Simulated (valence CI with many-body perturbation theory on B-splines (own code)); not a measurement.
# E1 line list for P III

Computed by configuration interaction combined with many-body perturbation theory (CI+MBPT): three valence electrons over a frozen Dirac-Fock core [Ne], radial functions for each j: 11 s, 11 p, 10 d, 8 f, 5 g, 2 h, with the one-electron correlation potential Σ1 (screened to all orders), the two-electron term Σ2, the three-electron term Σ3, Breit, model QED; selected single and double excitations, second order for the rest, scaled by the run's own slope (own B-spline code, finite nucleus).

Set against measurement, 13 paired levels are off by 78 cm⁻¹ on average, the worst by 161. These come from a selection out of Martin, Zalubas and Musgrove, J. Phys. Chem. Ref. Data 14, 751 (1985). Levels without a partner in it may be off by more.

Lines 201 to 250 of 589 in falling wavelength, among levels below 27.605 eV, chosen from the strongest by gf and those to the six lowest levels. Wavelengths and rates use the calculated energies, so an error of 80 cm⁻¹ moves a line at 394.0 nm by 0.32 % and its rate by three times that or more. Electric multipoles are in the length gauge, E1 and E2 with the static RPA response of the core. Weak lines are less certain than strong ones. Lines between different terms over intervals too small for the method are left out, as are lines whose strength nearly cancels. Where a level lies close to another of its J and parity, the split of strength between their lines is uncertain. The highest levels of a list are the least certain.

Names give the largest LS component (configuration and term), which can be under half, so a name can repeat, a term be missing and a line seem to break the LS rules; names also repeat where a configuration has a term twice. Letters in brackets count levels of one name in rising energy.

```tsv
λ vac (nm)	Upper	Lower	A (s⁻¹)	log gf	Branch %
394.0	3s.3p.4p 4P_3/2	3s.3p.4s 4P°_3/2	1.97e+07	-0.74	5.2
393.3	3s.3p.4p 4P_1/2	3s.3p.4s 4P°_1/2	2.08e+07	-1.02	5.6
393.1	3s.3p.4p 2D_5/2	3s.3p.3d 2F°_7/2 [a]	5.12e+07	-0.15	19.9
392.7	3s.3p.4p 4P_5/2	3s2.5p 2P°_3/2	1.50e+07	-0.68	4.0
391.5	3s.3p.4p 4P_3/2	3s.3p.4s 4P°_1/2	6.36e+07	-0.23	16.9
390.1	3s.3p.4p 4P_5/2	3s.3p.4s 4P°_3/2	2.44e+07	-0.48	6.5
389.4	3s.3p.4p 2D_3/2	3s.3p.3d 2F°_5/2 [a]	4.62e+07	-0.38	21.1
386.0	3s.3p.4p 2D_5/2	3s.3p.3d 2F°_5/2 [a]	2.80e+06	-1.42	1.1
380.6	3s.3p.4p 4S_3/2	3s.3p.4s 4P°_5/2	1.31e+08	0.06	35.3
376.7	3s.3p.4p 4S_3/2	3s2.5p 2P°_3/2	2.58e+07	-0.66	6.9
374.7	3s.3p.4p 4S_3/2	3s2.5p 2P°_1/2	2.34e+06	-1.70	0.6
374.4	3s.3p.4p 4S_3/2	3s.3p.4s 4P°_3/2	3.55e+07	-0.53	9.6
372.1	3s.3p.4p 4S_3/2	3s.3p.4s 4P°_1/2	2.20e+07	-0.74	5.9
366.6	3s.3p.4p 2S_1/2	3s.3p.4s 2P°_3/2	7.96e+07	-0.49	14.8
364.0	3s2.6d 2D_3/2	3s.3p.3d 2D°_3/2 [a]	3.59e+06	-1.54	1.6
361.9	3s2.6d 2D_5/2	3s.3p.3d 2D°_5/2 [a]	2.40e+06	-1.55	1.3
361.8	3s.3p.4p 2S_1/2	3s.3p.4s 2P°_1/2	3.78e+07	-0.83	7.0
359.3	3s2.6d 2D_3/2	3s2.5p 2P°_3/2	3.44e+06	-1.57	1.5
357.6	3s2.6d 2D_5/2	3s2.5p 2P°_3/2	2.19e+07	-0.60	11.6
357.5	3s2.6d 2D_3/2	3s2.5p 2P°_1/2	2.82e+07	-0.67	12.4
357.2	3s2.6d 2D_3/2	3s.3p.4s 4P°_3/2	2.61e+06	-1.70	1.1
355.5	3s2.6d 2D_5/2	3s.3p.4s 4P°_3/2	1.37e+07	-0.81	7.3
355.1	3s2.6d 2D_3/2	3s.3p.4s 4P°_1/2	2.53e+06	-1.72	1.1
354.6	3s2.5f 2F°_7/2	3s2.4d 2D_5/2	1.81e+08	0.44	10.2
354.2	3s2.5f 2F°_5/2	3s2.4d 2D_3/2	1.69e+08	0.28	9.6
354.2	3s2.5f 2F°_5/2	3s2.4d 2D_5/2	1.20e+07	-0.87	0.7
346.4	3s.3p.4p 2D_3/2	3s.3p.3d 2D°_3/2 [a]	3.76e+06	-1.57	1.7
343.4	3s.3p.4p 2D_5/2	3s.3p.3d 2D°_5/2 [a]	4.57e+06	-1.31	1.8
336.3	3s2.7s 2S_1/2	3s2.5p 2P°_3/2	2.22e+07	-1.12	4.5
334.7	3s2.7s 2S_1/2	3s2.5p 2P°_1/2	1.70e+07	-1.24	3.5
334.4	3s2.7s 2S_1/2	3s.3p.4s 4P°_3/2	1.52e+07	-1.29	3.1
323.5	3s2.4d 2D_5/2	3s2.4p 2P°_3/2	4.13e+08	0.59	59.1
323.5	3s2.4d 2D_3/2	3s2.4p 2P°_3/2	6.89e+07	-0.36	9.7
322.1	3s2.4d 2D_3/2	3s2.4p 2P°_1/2	3.47e+08	0.33	48.8
320.0	3s.3p.4p 4D_1/2	3s.3p.3d 4D°_3/2	7.66e+06	-1.63	1.6
319.4	3s.3p.4p 4D_1/2	3s.3p.3d 4D°_1/2	7.62e+06	-1.63	1.6
318.7	3s.3p.4p 4D_3/2	3s.3p.3d 4D°_5/2	6.54e+06	-1.40	1.4
318.0	3s.3p.4p 4D_3/2	3s.3p.3d 4D°_3/2	6.85e+06	-1.38	1.5
317.5	3s.3p.4p 4D_3/2	3s.3p.3d 4D°_1/2	3.77e+06	-1.64	0.8
316.2	3s.3p.4p 4D_5/2	3s.3p.3d 4D°_7/2	5.61e+06	-1.30	1.2
315.7	3s.3p.4p 4D_5/2	3s.3p.3d 4D°_5/2	1.22e+07	-0.96	2.7
315.5	3s.3p.4p 2P_3/2	3s.3p.3d 4D°_5/2	2.39e+06	-1.85	0.5
315.1	3s.3p.4p 4D_5/2	3s.3p.3d 4D°_3/2	4.15e+06	-1.43	0.9
313.0	3s.3p.4p 4D_7/2	3s.3p.3d 4D°_7/2	2.02e+07	-0.62	4.5
312.5	3s.3p.4p 4D_7/2	3s.3p.3d 4D°_5/2	2.67e+06	-1.50	0.6
304.3	3s2.7d 2D_5/2	3s.3p.3d 2F°_7/2 [a]	1.95e+06	-1.79	4.2
302.4	3s.3p.4p 4D_5/2	3s.3p.3d 4P°_3/2	2.56e+06	-1.68	0.6
298.0	3s2.6p 2P°_1/2	3s2.4d 2D_3/2	1.44e+07	-1.42	0.7
298.0	3s2.6p 2P°_3/2	3s2.4d 2D_5/2	1.19e+07	-1.20	0.5
297.9	3s.3p.4p 4D_7/2	3s.3p.3d 4P°_5/2	2.20e+06	-1.63	0.5
```
